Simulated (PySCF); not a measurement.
# Reading the logs of faulty runs: GeH6NOSi

These are calculations, not measurements. They come from PySCF 2.14.0, an open-source quantum chemistry program, on an isolated molecule that a program drew, which may never have been made. The molecule is GeH6NOSi (charge 0, doublet), drawn as the SMILES string `[OH][GeH2][NH][SiH2]`.

Each row is a Hartree-Fock (HF) and frozen-core CCSD(T) single point in the cc-pV(D+d)Z basis, meant for a local HF minimum. Run 1 is clean. Each other run has one planted mistake out of seven kinds, and not every kind appears here: one electron removed, one electron added, multiplicity raised by two, geometry at a saddle point, minimal basis STO-3G, one bond length entered in bohr, all coordinates scaled. The reference is restricted for singlets and unrestricted otherwise, and also for a bond in bohr. Adding or removing an electron swaps singlet and doublet. Electrons count all cores. HOMO and LUMO are orbital energies over both spins, the gradient is its largest component, and the lowest frequency (negative if imaginary) is given only where the gradient is small. Bond lengths are over the 9 bonds as drawn. T1 is the CCSD diagnostic: over 0.02 (restricted) or 0.045 (unrestricted) a single reference is doubtful. Germanium has the cc-pVDZ-PP basis, with a core potential (ECP10MDF) in place of its 10 inner electrons, and its 3s, 3p and 3d shells are frozen in CCSD(T).

Geometry of the clean run:
```xyz
10
GeH6NOSi, angstrom
O     0.7472    3.6957   -1.5382
Ge    0.9297    2.1488   -0.6755
N    -0.2087    0.9547   -1.4548
Si    0.0240   -0.0143   -2.8697
H     1.3659    4.3708   -1.2995
H     2.3665    1.6552   -0.8234
H     0.5211    2.3423    0.7848
H    -1.1462    0.9940   -1.0937
H    -0.8813    0.3612   -3.9891
H     1.4371    0.1477   -3.2905
```

| run | electrons | basis functions | <S^2> | HOMO (eV) | LUMO (eV) | gradient (hartree/bohr) | lowest frequency (cm^-1) | mean bond (Å) | longest bond (Å) | T1 | HF (hartree) | CCSD(T) (hartree) | mistake |
|---|---|---|---|---|---|---|---|---|---|---|---|---|---|
| 1 | 67 | 104 | 0.754 | -8.32 | 2.03 | 1.7e-05 | 34 | 1.4793 | 1.825 | 0.0146 | -715.13327 | -715.73295 | no fault |
| 2 | 66 | 104 | 0.000 | -16.09 | -6.39 | 9.7e-02 | - | 1.4793 | 1.825 | 0.0233 | -714.86203 | -715.46493 | one electron removed |
| 3 | 67 | 104 | 0.754 | -8.24 | 2.14 | 1.6e-02 | - | 1.4542 | 1.794 | 0.0140 | -715.13017 | -715.72609 | all coordinates scaled |
| 4 | 67 | 104 | 3.762 | -2.94 | -0.80 | 8.7e-02 | - | 1.4793 | 1.825 | 0.0216 | -714.90755 | -715.49023 | ? |

**Which mistake was planted in run 4, and what did it cost?**

Electrons, basis and geometry are unchanged, and <S^2> is 3.762, beside S(S+1) = 3.75 for a multiplicity of 4. So the mistake is: multiplicity raised by two. Subtracting run 1 and multiplying by 627.51 kcal/mol a hartree, the energy moved by 141.6 kcal/mol in HF and 152.3 kcal/mol in CCSD(T).

Cautions from the logs. Run 2: T1 is over the limit, so its CCSD(T) energy is less reliable.
